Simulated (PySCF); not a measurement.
**Spinor energies of Zn⁴⁺ (zinc, charge +4)**

Start: [Ar] 3d8; 3d3/2 filled at m_j = -3/2, -1/2, +1/2, +3/2; 3d5/2 filled at m_j = -1/2, +1/2, +3/2, +5/2. Calculated with PySCF 2.14 in x2c-SVPall-2c: generalised Hartree-Fock with the X2C-1e Hamiltonian and a Gaussian nucleus; one run each with spin-orbit coupling (SO) switched off, then screened by Boettger's factors.

```json
{"spinor shell": "1s1/2", "electrons": "2", "ε, spin-free (eV)": "-9798.6", "ε, screened SO (eV)": "-9798.5", "weight of nominal j (screened SO)": "1.000", "rms radius, screened SO (bohr)": "0.0581"}
{"spinor shell": "2s1/2", "electrons": "2", "ε, spin-free (eV)": "-1305.1", "ε, screened SO (eV)": "-1305.1", "weight of nominal j (screened SO)": "1.000", "rms radius, screened SO (bohr)": "0.244"}
{"spinor shell": "2p1/2", "electrons": "2", "ε, spin-free (eV)": "-1137.0", "ε, screened SO (eV)": "-1154.0", "weight of nominal j (screened SO)": "0.999", "rms radius, screened SO (bohr)": "0.217"}
{"spinor shell": "3s1/2", "electrons": "2", "ε, spin-free (eV)": "-224.50", "ε, screened SO (eV)": "-224.48", "weight of nominal j (screened SO)": "1.000", "rms radius, screened SO (bohr)": "0.727"}
{"spinor shell": "3p1/2", "electrons": "2", "ε, spin-free (eV)": "-171.43", "ε, screened SO (eV)": "-176.23", "weight of nominal j (screened SO)": "0.852", "rms radius, screened SO (bohr)": "0.764"}
{"spinor shell": "3p3/2", "electrons": "4", "ε, spin-free (eV)": "-171.43", "ε, screened SO (eV)": "-169.04", "weight of nominal j (screened SO)": "0.926", "rms radius, screened SO (bohr)": "0.770"}
{"spinor shell": "3d3/2", "electrons": "4", "ε, spin-free (eV)": "-88.333", "ε, screened SO (eV)": "-88.315", "weight of nominal j (screened SO)": "0.681", "rms radius, screened SO (bohr)": "0.851"}
{"spinor shell": "3d5/2", "electrons": "4", "ε, spin-free (eV)": "-88.333", "ε, screened SO (eV)": "-88.375", "weight of nominal j (screened SO)": "0.724", "rms radius, screened SO (bohr)": "0.851"}
```

Task: Where does 2p3/2 lie, and what is the 2p spin-orbit splitting (screened SO)?

Result: At -1128.7 eV, 25.281 eV above 2p1/2.

```json
{"quantity": "E (hartree)", "spin-free": "-1789.54533", "screened SO": "-1789.59364"}
{"quantity": "M_J", "spin-free": "4", "screened SO": "4"}
{"quantity": "⟨J²⟩", "spin-free": "20.003", "screened SO": "20.003"}
{"quantity": "⟨L²⟩", "spin-free": "12.002", "screened SO": "12.014"}
{"quantity": "⟨S²⟩", "spin-free": "2.001", "screened SO": "1.999"}
```

Each row is a mean over spinors that exchange with the open shell spreads, by up to 12.625 eV (3p3/2).

Rows whose weight is well below 1 are mixtures of j = l ± 1/2: exchange outweighs spin-orbit coupling there, and the label is only the starting occupation.

Without spin-orbit coupling the j labels of p, d and f shells carry no meaning; the spin-free column gives the mean over the occupied spinors of each nl shell.
